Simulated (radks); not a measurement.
Q: All-electron atom: Pt2.75+ in [Kr] 4d10 4f14 5s2 5d(up 4, down 4) 5p(up 3, down 2.25) (fractional occupations, a model configuration). All-electron calculation, scalar-relativistic Kohn-Sham, r2SCAN, spin-polarised, spherical densities, finite nucleus; meta-GGA in the generalised Kohn-Sham scheme; Fermi nuclear charge, rms radius 5.427 fm. Program: a radial shooting solver on a logarithmic mesh with Libxc functionals. Some entries of the table are withheld. Estimate them.

orbital  occ.  eigenvalue (Ry)  <r> (bohr)  <r^2> (bohr^2)
1s up       1        -5771.970     0.01715       0.0004063
1s down     1        -5771.959     0.01715       0.0004063
2s up       1        -1018.129     0.07234        0.006201
2s down     1        -1018.126     0.07234        0.006201
2p up       3        -882.6441     0.06523        0.005203
2p down     3        -882.6365     0.06523        0.005203
3s up       1        -241.8660      0.1869         0.03997
3s down     1        -241.8626      0.1869         0.03997
3p up       3        -202.2308      0.1880         0.04101
3p down     3        -202.2257      0.1880         0.04101
3d up       5        -159.1289      0.1705         0.03403
3d down     5        -159.1227      0.1705         0.03403
4s up       1        -54.41085      0.4150          0.1943
4s down     1        -54.39881      0.4150          0.1943
4p up       3        -41.35528      0.4416          0.2216
4p down     3        -41.34366      0.4415          0.2215
4d up       5        -25.40676      0.4680          0.2532
4d down     5        -25.39293      0.4679          0.2529
5s up       1        -10.11088      0.9510           1.014
5s down     1        -10.02642      0.9514           1.015
4f up       7              (1)         (2)          0.3231
4f down     7              (3)         (4)          0.3220
5p up       3         -6.66227       1.091           1.343
5p down  2.25         -6.58593       1.094           1.350
5d up       4         -2.70156       1.472           2.508
5d down     4         -2.65618       1.485           2.553

A: 
(1) 4f up eigenvalue (Ry): -7.71745
(2) 4f up <r> (bohr): 0.5153
(3) 4f down eigenvalue (Ry): -7.69782
(4) 4f down <r> (bohr): 0.5145
